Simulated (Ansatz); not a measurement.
**Question.** Name a neutral molecule of C, F, N, Si and H with LUMO energy (PBE/def2-TZVPP) between -2.40 and -2.10 eV and size of the dipole moment (PBE/def2-TZVPP) between 1.60 and 1.90 D (Ansatz, PBE0-D4/def2-TZVP geometry).

**Answer.** `N=C[SiH2]F` (-2.31 eV, 1.78 D); `F[SiH]1C=N1` (-2.35 eV, 1.80 D). Other molecules can fit too; these were computed, each in one conformer that needn't be the lowest.
